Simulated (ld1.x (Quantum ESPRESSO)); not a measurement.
**Ranking TM potentials for Ti**

All share these settings but for the change named:

- Element: titanium (Ti)
- Generator: ld1.x (Quantum ESPRESSO) 7.5
- Type: norm-conserving Troullier–Martins (Kleinman–Bylander form)
- Functional: LDA (PZ)
- Relativity: scalar-relativistic
- Frozen core: [Ne]
- Valence charge: 12
- Reference configuration: 3s2 3p6 3d2.5 4s1.5 4p0
- Partial waves: 3s (bound): rc 1.50 bohr; 3d (bound): rc 2.15 bohr; 4f channel at -0.05 Ry: rc 1.85 bohr; 3p (bound): rc 1.65 bohr
- Local potential: the p channel
- Core correction: none

Occupied shells without a wave of their own: 4s. They enter only through the test configuration that unscreens the potential.

Cutoff: the first of the cutoffs (Ry, on a coarse ladder) from which the occupation-weighted sum of valence levels, in a spherical-Bessel basis at the reference potential, stays within 10 and 1 mRy of its value at 400 Ry; the density cutoff is not measured.

The base gives 50 Ry.

Of 6 variants that were run, those that failed, showed a ghost or another fault, or gave nearly equal values are left out.

A variant can come out equal or close to the base.

Question: Rank these variants from softest to hardest (loose cutoff).
A. wave 3d (bound): rc 2.15 bohr becomes 3d (bound): rc 1.88 bohr
B. wave 3d (bound): rc 2.15 bohr becomes 3d (bound): rc 3.08 bohr
C. wave 3d (bound): rc 2.15 bohr becomes 3d (bound): rc 1.36 bohr

Answer: B (45 Ry), A (60 Ry), C (90 Ry).
